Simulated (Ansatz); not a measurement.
Method: Ansatz (a first-principles code) with B3LYP-D3(BJ)/def2-TZVP. No frequencies were computed at this level.

Ansatz 0.2 input:
```yaml
crystal:
  periodic: [false, false, false]
  atoms:
    - { symbol: B, position_ang: [0.015512, 1.029412, 0.773353] }
    - { symbol: C, position_ang: [0.032483, -0.181481, -0.185215] }
    - { symbol: N, position_ang: [1.197555, -0.234379, -0.727864] }
    - { symbol: N, position_ang: [-0.904395, -1.090904, -0.52056] }
    - { symbol: H, position_ang: [0.417008, 0.892255, 1.864023] }
    - { symbol: H, position_ang: [-0.19687, 2.095184, 0.341172] }
    - { symbol: H, position_ang: [1.820553, 0.516966, -0.44581] }
    - { symbol: H, position_ang: [-0.63211, -1.859357, -1.112324] }
    - { symbol: H, position_ang: [-1.749737, -1.167695, 0.013225] }
basis:
  gaussian: { orbitals: def2-tzvp }
hamiltonian:
  xc: b3lyp
  dispersion: d3bj
relax:
  max_steps: 150
```

Output:

```
Functional definition: B3LYP
879 factors; their error is unknown
mean field evaluation 1: about -4766.5974 eV, gradient 6.8e1 eV
mean field evaluation 2: about -4741.0475 eV, gradient 1.2e2 eV
mean field evaluation 4: about -4775.6328 eV, gradient 1.0e1 eV
mean field evaluation 8: about -4775.8564 eV, gradient 2.4e-1 eV
mean field evaluation 16: about -4775.8547 eV, gradient 8.3e-5 eV
mean field -4775.85470169 eV, -175.5094230967 hartree, gradient 2.4e-5 eV, S^2 0.000000; 0 other end points of the search recorded, 0 dependent functions left out
reference -4775.85494418 eV, -175.5094320080 hartree; 15, 15 occupied and 139, 139 virtual orbitals, 879 factors
relax step   1: F+E_penalty+E_count = -4776.11001374 eV  Δ(F+E_penalty+E_count) = +0.000e0 eV  max|allowed force component| = 4.993e-1 eV/Å  Δτ_max = 0.0000 Å  (28 SCF iters, accepted)
these checks for a lower state are left out or cut short: starts, cluster_reference, orbital_swaps, neighbouring_geometries, increment
879 factors; their error is unknown
mean field -4775.86961127 eV, -175.5099710137 hartree, gradient 1.6e-5 eV, S^2 0.000000; 0 other end points of the search recorded, 0 dependent functions left out
reference -4775.86985471 eV, -175.5099799599 hartree; 15, 15 occupied and 139, 139 virtual orbitals, 879 factors
relax step   2: F+E_penalty+E_count = -4776.12416505 eV  Δ(F+E_penalty+E_count) = -1.415e-2 eV  max|allowed force component| = 3.527e-1 eV/Å  Δτ_max = 0.0494 Å  (34 SCF iters, accepted)
these checks for a lower state are left out or cut short: starts, cluster_reference, orbital_swaps, neighbouring_geometries, increment
879 factors; their error is unknown
mean field evaluation 32: about -4775.8757 eV, gradient 1.6e-5 eV
mean field -4775.87567316 eV, -175.5101937837 hartree, gradient 1.6e-5 eV, S^2 0.000000; 0 other end points of the search recorded, 0 dependent functions left out
reference -4775.87591655 eV, -175.5102027281 hartree; 15, 15 occupied and 139, 139 virtual orbitals, 879 factors
relax step   3: F+E_penalty+E_count = -4776.13027520 eV  Δ(F+E_penalty+E_count) = -6.110e-3 eV  max|allowed force component| = 1.371e-1 eV/Å  Δτ_max = 0.0204 Å  (33 SCF iters, accepted)
these checks for a lower state are left out or cut short: starts, cluster_reference, orbital_swaps, neighbouring_geometries, increment
879 factors; their error is unknown
mean field -4775.87844789 eV, -175.5102957532 hartree, gradient 2.0e-5 eV, S^2 0.000000; 0 other end points of the search recorded, 0 dependent functions left out
reference -4775.87869175 eV, -175.5103047151 hartree; 15, 15 occupied and 139, 139 virtual orbitals, 879 factors
relax step   4: F+E_penalty+E_count = -4776.13309508 eV  Δ(F+E_penalty+E_count) = -2.820e-3 eV  max|allowed force component| = 1.400e-1 eV/Å  Δτ_max = 0.0737 Å  (32 SCF iters, accepted)
these checks for a lower state are left out or cut short: starts, cluster_reference, orbital_swaps, neighbouring_geometries, increment
879 factors; their error is unknown
mean field -4775.87968535 eV, -175.5103412290 hartree, gradient 1.6e-5 eV, S^2 0.000000; 0 other end points of the search recorded, 0 dependent functions left out
reference -4775.87992932 eV, -175.5103501950 hartree; 15, 15 occupied and 139, 139 virtual orbitals, 879 factors
relax step   5: F+E_penalty+E_count = -4776.13419460 eV  Δ(F+E_penalty+E_count) = -1.100e-3 eV  max|allowed force component| = 7.133e-2 eV/Å  Δτ_max = 0.0123 Å  (34 SCF iters, accepted)
these checks for a lower state are left out or cut short: starts, cluster_reference, orbital_swaps, neighbouring_geometries, increment
879 factors; their error is unknown
mean field -4775.88359756 eV, -175.5104850002 hartree, gradient 2.0e-5 eV, S^2 0.000000; 0 other end points of the search recorded, 0 dependent functions left out
reference -4775.88384192 eV, -175.5104939803 hartree; 15, 15 occupied and 139, 139 virtual orbitals, 879 factors
relax step   6: F+E_penalty+E_count = -4776.13772100 eV  Δ(F+E_penalty+E_count) = -3.526e-3 eV  max|allowed force component| = 1.499e-1 eV/Å  Δτ_max = 0.0894 Å  (32 SCF iters, accepted)
these checks for a lower state are left out or cut short: starts, cluster_reference, orbital_swaps, neighbouring_geometries, increment
879 factors; their error is unknown
mean field -4775.89951413 eV, -175.5110699235 hartree, gradient 1.6e-5 eV, S^2 0.000000; 0 other end points of the search recorded, 0 dependent functions left out
reference -4775.89975698 eV, -175.5110788478 hartree; 15, 15 occupied and 139, 139 virtual orbitals, 879 factors
relax step   7: F+E_penalty+E_count = -4776.15402676 eV  Δ(F+E_penalty+E_count) = -1.631e-2 eV  max|allowed force component| = 2.166e-1 eV/Å  Δτ_max = 0.1888 Å  (32 SCF iters, accepted)
these checks for a lower state are left out or cut short: starts, cluster_reference, orbital_swaps, neighbouring_geometries, increment
879 factors; their error is unknown
mean field evaluation 64: about -4775.9097 eV, gradient 1.7e-3 eV
mean field -4775.90974629 eV, -175.5114459484 hartree, gradient 1.9e-5 eV, S^2 0.000000; 0 other end points of the search recorded, 0 dependent functions left out
reference -4775.90998695 eV, -175.5114547924 hartree; 15, 15 occupied and 139, 139 virtual orbitals, 879 factors
relax step   8: F+E_penalty+E_count = -4776.16548060 eV  Δ(F+E_penalty+E_count) = -1.145e-2 eV  max|allowed force component| = 1.690e-1 eV/Å  Δτ_max = 0.2000 Å  (31 SCF iters, accepted)
these checks for a lower state are left out or cut short: starts, cluster_reference, orbital_swaps, neighbouring_geometries, increment
879 factors; their error is unknown
mean field -4775.91481658 eV, -175.5116322778 hartree, gradient 1.8e-5 eV, S^2 0.000000; 0 other end points of the search recorded, 0 dependent functions left out
reference -4775.91505720 eV, -175.5116411205 hartree; 15, 15 occupied and 139, 139 virtual orbitals, 879 factors
relax step   9: F+E_penalty+E_count = -4776.17026188 eV  Δ(F+E_penalty+E_count) = -4.781e-3 eV  max|allowed force component| = 6.161e-2 eV/Å  Δτ_max = 0.0609 Å  (32 SCF iters, accepted)
these checks for a lower state are left out or cut short: starts, cluster_reference, orbital_swaps, neighbouring_geometries, increment
879 factors; their error is unknown
mean field -4775.91553542 eV, -175.5116586949 hartree, gradient 1.7e-5 eV, S^2 0.000000; 0 other end points of the search recorded, 0 dependent functions left out
reference -4775.91577593 eV, -175.5116675334 hartree; 15, 15 occupied and 139, 139 virtual orbitals, 879 factors
relax step  10: F+E_penalty+E_count = -4776.17099283 eV  Δ(F+E_penalty+E_count) = -7.310e-4 eV  max|allowed force component| = 9.364e-2 eV/Å  Δτ_max = 0.0296 Å  (32 SCF iters, accepted)
these checks for a lower state are left out or cut short: starts, cluster_reference, orbital_swaps, neighbouring_geometries, increment
879 factors; their error is unknown
mean field -4775.91638392 eV, -175.5116898766 hartree, gradient 1.7e-5 eV, S^2 0.000000; 0 other end points of the search recorded, 0 dependent functions left out
reference -4775.91662439 eV, -175.5116987138 hartree; 15, 15 occupied and 139, 139 virtual orbitals, 879 factors
relax step  11: F+E_penalty+E_count = -4776.17189975 eV  Δ(F+E_penalty+E_count) = -9.069e-4 eV  max|allowed force component| = 5.580e-2 eV/Å  Δτ_max = 0.0085 Å  (34 SCF iters, accepted)
these checks for a lower state are left out or cut short: starts, cluster_reference, orbital_swaps, neighbouring_geometries, increment
879 factors; their error is unknown
mean field -4775.91649110 eV, -175.5116938155 hartree, gradient 1.7e-5 eV, S^2 0.000000; 0 other end points of the search recorded, 0 dependent functions left out
reference -4775.91673143 eV, -175.5117026474 hartree; 15, 15 occupied and 139, 139 virtual orbitals, 879 factors
relax step  12: F+E_penalty+E_count = -4776.17207172 eV  Δ(F+E_penalty+E_count) = -1.720e-4 eV  max|allowed force component| = 6.057e-2 eV/Å  Δτ_max = 0.0204 Å  (34 SCF iters, accepted)
these checks for a lower state are left out or cut short: starts, cluster_reference, orbital_swaps, neighbouring_geometries, increment
879 factors; their error is unknown
mean field evaluation 96: about -4775.9125 eV, gradient 7.8e-1 eV
mean field -4775.91681090 eV, -175.5117055678 hartree, gradient 1.7e-5 eV, S^2 0.000000; 0 other end points of the search recorded, 0 dependent functions left out
reference -4775.91705102 eV, -175.5117143920 hartree; 15, 15 occupied and 139, 139 virtual orbitals, 879 factors
relax step  13: F+E_penalty+E_count = -4776.17244417 eV  Δ(F+E_penalty+E_count) = -3.725e-4 eV  max|allowed force component| = 2.842e-2 eV/Å  Δτ_max = 0.0194 Å  (34 SCF iters, accepted)
these checks for a lower state are left out or cut short: starts, cluster_reference, orbital_swaps, neighbouring_geometries, increment
879 factors; their error is unknown
mean field -4775.91691866 eV, -175.5117095278 hartree, gradient 1.7e-5 eV, S^2 0.000000; 0 other end points of the search recorded, 0 dependent functions left out
reference -4775.91715859 eV, -175.5117183453 hartree; 15, 15 occupied and 139, 139 virtual orbitals, 879 factors
relax step  14: F+E_penalty+E_count = -4776.17256017 eV  Δ(F+E_penalty+E_count) = -1.160e-4 eV  max|allowed force component| = 1.679e-2 eV/Å  Δτ_max = 0.0152 Å  (35 SCF iters, accepted)
these checks for a lower state are left out or cut short: starts, cluster_reference, orbital_swaps, neighbouring_geometries, increment
879 factors; their error is unknown
mean field -4775.91689229 eV, -175.5117085591 hartree, gradient 1.7e-5 eV, S^2 0.000000; 0 other end points of the search recorded, 0 dependent functions left out
reference -4775.91713204 eV, -175.5117173694 hartree; 15, 15 occupied and 139, 139 virtual orbitals, 879 factors
relax step  15: F+E_penalty+E_count = -4776.17250606 eV  Δ(F+E_penalty+E_count) = +5.411e-5 eV  max|allowed force component| = 3.385e-2 eV/Å  Δτ_max = 0.0241 Å  (34 SCF iters, rejected (line search))
these checks for a lower state are left out or cut short: starts, cluster_reference, orbital_swaps, neighbouring_geometries, increment
879 factors; their error is unknown
mean field -4775.91698058 eV, -175.5117118035 hartree, gradient 1.7e-5 eV, S^2 0.000000; 0 other end points of the search recorded, 0 dependent functions left out
reference -4775.91722041 eV, -175.5117206172 hartree; 15, 15 occupied and 139, 139 virtual orbitals, 879 factors
relax step  16: F+E_penalty+E_count = -4776.17260384 eV  Δ(F+E_penalty+E_count) = -4.367e-5 eV  max|allowed force component| = 4.721e-3 eV/Å  Δτ_max = 0.0116 Å  (33 SCF iters, accepted)
879 factors; their error is unknown
mean field evaluation 128: about -4775.9170 eV, gradient 6.2e-3 eV
mean field -4775.91698058 eV, -175.5117118035 hartree, gradient 1.7e-5 eV, S^2 0.000000; 1 other end points of the search recorded, 0 dependent functions left out
reference -4775.91722041 eV, -175.5117206172 hartree; 15, 15 occupied and 139, 139 virtual orbitals, 879 factors
Total energy: -4776.17284367 eV, -175.5211145988 hartree
Atom 0 at    -0.013864     1.009697     0.777342 Å, force     0.000394     0.002226     0.003122 eV/Å
Atom 1 at     0.079695    -0.117838    -0.282504 Å, force     0.001938    -0.002552    -0.002209 eV/Å
Atom 2 at     1.222449    -0.225581    -0.876211 Å, force    -0.000392    -0.001864    -0.000180 eV/Å
Atom 3 at    -0.873685    -1.074165    -0.463793 Å, force    -0.004272     0.002319     0.004721 eV/Å
Atom 4 at    -0.296489     0.750708     1.906642 Å, force    -0.000029     0.000278    -0.002219 eV/Å
Atom 5 at     0.315146     2.111900     0.477028 Å, force    -0.000300    -0.000633     0.000076 eV/Å
Atom 6 at     1.775707     0.623499    -0.776333 Å, force     0.000686     0.002531     0.000366 eV/Å
Atom 7 at    -0.609498    -1.897594    -0.984699 Å, force     0.000070    -0.001135    -0.000951 eV/Å
Atom 8 at    -1.599461    -1.180626     0.222528 Å, force     0.001906    -0.001171    -0.002727 eV/Å
Dipole moment:    -0.379055    -0.052521     0.229627 e Å
```

Cost: roughly 80 core-seconds.
